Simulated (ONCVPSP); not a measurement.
**What the settings do to the ONCV potential of silicon**

Base potential:

* Element: silicon (Si)
* Generator: ONCVPSP 4.0.1
* Type: optimised norm-conserving Vanderbilt (ONCV)
* Functional: PBE
* Relativity: scalar-relativistic
* Frozen core: [He]
* Valence charge: 12
* Reference configuration: 2s2 2p6 3s2 3p0.5 (charge +1.5)
* Partial waves: 2s+3s: rc 0.95 bohr, ncon 4, nbas 9, qcut 9.7 1/bohr, 2 projectors; 2p+3p: rc 0.85 bohr, ncon 5, nbas 8, qcut 17.4 1/bohr, 2 projectors; d scattering state at 0.29 Ha: rc 1.00 bohr, ncon 3, nbas 7, qcut 8.3 1/bohr, 2 projectors, debl 1.5 Ha
* Local potential: polynomial inside 0.60 bohr (lpopt 5, dvloc0 2 Ha)
* Core correction: none

All-electron outer shells of the reference configuration (PBE, scalar-relativistic, ld1.x):

| shell | level (eV) | outermost node (bohr) | outermost maximum (bohr) |
| --- | --- | --- | --- |
| 1s | -1801.44 | – | 0.07 |
| 2s | -154.64 | 0.15 | 0.45 |
| 2p | -110.73 | – | 0.39 |
| 3s | -23.66 | 0.72 | 1.73 |
| 3p | -15.95 | 0.71 | 1.96 |

Cutoffs, loose and tight: the cutoffs (Ha) at which the residual kinetic energy of the hardest occupied pseudo-wave falls to 1 and 0.1 mHa per electron. They do not see the model core or the augmentation charge, which bear on the density cutoff. Test errors are all-electron minus pseudo excitation energies from the reference, over the configurations 2s2 2p6 3s2 3p2; 2s2 2p6 3s2 3p1; 2s2 2p6 3s2 3p0; 2s2 2p6 3s0 3p4. A dash means not determined; rows that change the core or the reference have their own tests.

```tsv
change	outcome	cutoff, loose	cutoff, tight	bound ghosts	GHOST(+) flags above zero	largest test error (meV)
base	generated	123 Ha	139 Ha	none	none	+5.3
p: rc 0.58; local potential polynomial inside 0.58 bohr (lpopt 5, dvloc0 2 Ha)	generated	471 Ha	578 Ha	none	none	+4.7
p: rc 0.72	generated	144 Ha	322 Ha	none	none	+4.9
p: rc 1.02	generated	103 Ha	118 Ha	none	none	+5.9
p: rc 1.24	generated	85 Ha	98 Ha	none	none	+6.1
```

What comes out with this change to the base: p: rc 0.94?

outcome: generated; cutoff, loose: 113 Ha; cutoff, tight: 128 Ha; bound ghosts: none; GHOST(+) flags above zero: none; largest test error (meV): +5.6.

What comes out with this change to the base: p: rc 1.14?

outcome: generated; cutoff, loose: 91 Ha; cutoff, tight: 105 Ha; bound ghosts: none; GHOST(+) flags above zero: none; largest test error (meV): +6.0.

What comes out with this change to the base: p: rc 0.8?

outcome: generated; cutoff, loose: 130 Ha; cutoff, tight: 148 Ha; bound ghosts: none; GHOST(+) flags above zero: none; largest test error (meV): +5.2.

Reading the sweep of the p radius (base included, trends over the rows without a ghost): The loose cutoff falls from 471 Ha at 0.58 to 85 Ha at 1.24 bohr. A larger radius leaves more room for a smooth pseudo-wave, so fewer plane waves are needed; a smaller one forces it to follow the all-electron wave where it bends sharply. The median size of the test errors (rows with all tests solved) stays near 0.7 meV.
